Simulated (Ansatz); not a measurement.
CH5S (SMILES C[SH2+]), charge +1, singlet, at a GFN2-xTB geometry; CCSD(T)/cc-pVDZ in Ansatz (a quantum-chemistry and plane-wave program).

Ansatz was given this input:
Ansatz 0.2 input:
```yaml
crystal:
  periodic: [false, false, false]
  atoms:
    - {symbol: C, position_ang: [-0.03747748, 1.18530286, -0.11525700]}
    - {symbol: S, position_ang: [-0.02095352, -0.61772925, 0.15157957]}
    - {symbol: H, position_ang: [1.25160297, -0.85395482, -0.24996242]}
    - {symbol: H, position_ang: [-1.06827047, 1.52354437, -0.03438541]}
    - {symbol: H, position_ang: [0.54627907, 1.64404919, 0.67989192]}
    - {symbol: H, position_ang: [0.37245221, 1.44603148, -1.08584758]}
    - {symbol: H, position_ang: [-0.54194256, -0.98781933, -1.04342765]}
basis:
  gaussian:
    orbitals: cc-pVDZ
total_charge: 1
magnetization: {spin_polarized: false}
correlation: {method: ccsd_t, electrons: outside_noble_gas}
accuracy: high
```

Output, abridged:

```
Functional definition: HF
1368 factors; integrals over basis functions are off by at most 3.6e-9 eV
mean field evaluation 1: about -11917.2132 eV, gradient 2.8e1 eV
mean field evaluation 2: about -11917.2150 eV, gradient 2.8e1 eV
mean field evaluation 4: about -11919.3735 eV, gradient 2.2e0 eV
mean field evaluation 8: about -11919.3976 eV, gradient 4.5e-5 eV
mean field evaluation 16: about -11919.3725 eV, gradient 2.2e0 eV
mean field -11919.39763838 eV, -438.0297839526 hartree, gradient 1.4e-8 eV, S^2 0.000000; 0 other end points of the search recorded, 0 dependent functions left out
6 core orbitals not correlated
reference -11919.39763838 eV, -438.0297839526 hartree; 7, 7 occupied and 44, 44 virtual orbitals, 1368 factors
second order -7.76592293 eV of doubles, -0.00000000 eV of singles
cycle   1  -8.53311620 eV  change   -7.7e-1 eV  update   6.1e-2
cycle   2  -8.80922382 eV  change   -2.8e-1 eV  update   2.0e-2
cycle   3  -8.83101740 eV  change   -2.2e-2 eV  update   5.2e-3
cycle   4  -8.83157335 eV  change   -5.6e-4 eV  update   1.6e-3
cycle   5  -8.83140314 eV  change    1.7e-4 eV  update   4.7e-4
cycle   6  -8.83135505 eV  change    4.8e-5 eV  update   1.5e-4
cycle   7  -8.83135274 eV  change    2.3e-6 eV  update   4.2e-5
cycle   8  -8.83134636 eV  change    6.4e-6 eV  update   1.2e-5
cycle   9  -8.83134199 eV  change    4.4e-6 eV  update   3.2e-6
cycle  10  -8.83134223 eV  change   -2.4e-7 eV  update   8.7e-7
cycle  11  -8.83134258 eV  change   -3.6e-7 eV  update   3.1e-7
cycle  12  -8.83134260 eV  change   -2.1e-8 eV  update   1.1e-7
cycle  13  -8.83134257 eV  change    3.3e-8 eV  update   4.1e-8
cycle  14  -8.83134256 eV  change    1.1e-8 eV  update   2.4e-8
cycle  15  -8.83134255 eV  change    1.5e-8 eV  update   1.8e-8
cycle  16  -8.83134179 eV  change    7.6e-7 eV  update   1.1e-7
cycle  17  -8.83134171 eV  change    8.2e-8 eV  update   2.6e-8
cycle  18  -8.83134168 eV  change    2.8e-8 eV  update   6.0e-9
cycle  19  -8.83134168 eV  change   2.0e-10 eV  update   1.6e-9
perturbative correction -0.23013906 eV, -0.0084574545 hartree
Total energy: -11928.45911912 eV, -438.3627872276 hartree
```
